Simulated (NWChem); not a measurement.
Species: GeBr₃, doublet; SMILES [Br][Ge]([Br])[Br]

In the optimisation the excess spin sits in a (C3, its own frame). This build's default masses of Se (78.918 u) and Br (79.917 u) are each other's, which moves their modes by up to 0.6 %.

Task: Give the equilibrium geometry at PBE0/def2-SVP, spin-unrestricted (NWChem) as an XYZ file, with the point group.

Result: point group C3v; any orientation.
```
4

Br     0.7432    -2.0531    -0.1801
Ge     0.0000     0.0000     0.6029
Br    -2.1496     0.3830    -0.1801
Br     1.4065     1.6702    -0.1801
```
